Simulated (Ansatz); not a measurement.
Reactions of CH6F2GeSi, SMILES `[CH3][Ge]([F])([F])[SiH3]`.

Computed with Ansatz on PBE0-D4/def2-TZVP structures; ΔE is electronic, products minus reactants. CCSD(T)/CBS adds triple-zeta CCSD(T) − MP2 to the extrapolated MP2 energy (def2 sets, frozen cores). This one scheme is used for every species. Functionals use def2-TZVPP. def2 core potentials past Kr. For Ga, Ge, In outer-core shells are correlated without core-valence functions, which leaves a few kJ/mol of doubt a bond. Scalar relativity is left out up to krypton. One conformer a species, not always the lowest.

```csv
reaction,MP2/CBS(def2) (kJ/mol),PBE-D4 (kJ/mol),CCSD(T)/CBS(def2) (kJ/mol)
`[CH3][Ge]([F])([F])[SiH3]` + `[NH2][GaH][SiH3]` → `[SiH3][NH][GaH][SiH3]` + `[CH3][GeH]([F])[F]`,-47,-21,-40
`[CH3][Ge]([F])([F])[SiH3]` + `CNB[SiH3]` → `CN([SiH3])B[SiH3]` + `[CH3][GeH]([F])[F]`,-22,5,-15
`[CH3][Ge]([F])([F])[SiH3]` + `[CH3][In]([OH])[F]` → `[CH3][In]([F])[O][SiH3]` + `[CH3][GeH]([F])[F]`,-98,-63,-93
`[CH3][Ge]([F])([F])[SiH3]` + `C=CNC` → `C=CN(C)[SiH3]` + `[CH3][GeH]([F])[F]`,-51,-20,-42
`[CH3][Ge]([F])([F])[SiH3]` + `CC#CS` → `CC#CS[SiH3]` + `[CH3][GeH]([F])[F]`,-55,-35,-45
`[CH3][Ge]([F])([F])[SiH3]` + `NCS` → `[SiH3]NCS` + `[CH3][GeH]([F])[F]`,-42,-19,-35
`[CH3][Ge]([F])([F])[SiH3]` + H₂ → `[CH3][GeH]([F])[F]` + SiH₄,-4,7,-6
```

Largest T1 diagnostic: 0.016, for `[CH3][In]([OH])[F]`.
